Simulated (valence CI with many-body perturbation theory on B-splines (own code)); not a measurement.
**Ho XXXVI: key properties**

Calculated by relativistic CI+MBPT: four valence electrons over a frozen Dirac-Fock core [Ar] 3d10, radial functions for each j: 11 s, 11 p, 10 d, 8 f, 5 g, 2 h, with the one-electron correlation potential Σ1 (screened to all orders), the two-electron term Σ2, the three-electron term Σ3, Breit, model QED; selected single and double excitations, second order for the rest, scaled by the run's own slope (own B-spline code, finite nucleus).

No measured spectrum was set against this ion. As an estimate, large intervals hold to a few tenths of a per cent, small ones and those within an open d or f shell to about a per cent. Among the levels kept, up to 400 cm⁻¹ of a level comes from second order outside the variational space, and about a tenth of that is noise between levels of different J, which matters for small intervals.

Levels are named by their leading jj configuration (3d3/2^4 stands for four electrons in 3d with j = 3/2), which in mixed levels can hold well under half, so a name can repeat and another be missing.

Rates and lifetimes use the calculated energies. Strong lines usually hold to 10 to 20 %, long lifetimes can be off by a factor of two.

Question: What is the ground level?

Answer: (4s^2 4p1/2^2) J=0, composition 72 % 4s2 4p2 3P + 28 % 4s2 4p2 1S.

Question: Among levels below 3958.5 × 10³ cm⁻¹, which E1 lines absorb most strongly from the ground level?

Answer: to (4s^2 4p1/2 4d3/2) J=1 at 6.396 nm, f = 1.15; to (4s 4p1/2^2 4p3/2) J=1 at 8.638 nm, f = 0.491; to (4s 4p1/2 4p3/2^2) J=1 at 6.179 nm, f = 0.276.

Question: How well does LS coupling describe the low levels?

Answer: Among the lowest 20 levels the leading LS term, summed over configurations, holds 59 % on average. For single configurations the figures are 55 % in LS and 83 % in jj coupling. Terms mix most in the J = 1 level at 1657.1 × 10³ cm⁻¹, where the leading one holds 35 %.

Question: What is the ionisation energy?

Answer: 1547.3 eV; NIST lists 1545 ± 5 eV (theoretical).

Question: Name the longest-lived excited levels whose lifetime is computed, and their main decay.

Answer: (4s^2 4p1/2 4p3/2) J=2 at 450.46 × 10³ cm⁻¹ lives 56.6 μs, mostly by E2 to (4s^2 4p1/2^2) J=0; (4s^2 4p3/2 4d5/2) J=4 at 2018.8 × 10³ cm⁻¹ lives 1.23 μs, mostly by M1 to (4s^2 4p1/2 4d5/2) J=3; (4s^2 4p1/2 4p3/2) J=1 at 420.85 × 10³ cm⁻¹ lives 1.05 μs, mostly by M1 to (4s^2 4p1/2^2) J=0.

Question: Where does the other parity begin?

Answer: At (4s 4p1/2^2 4p3/2) J=2, 1055.8 × 10³ cm⁻¹.
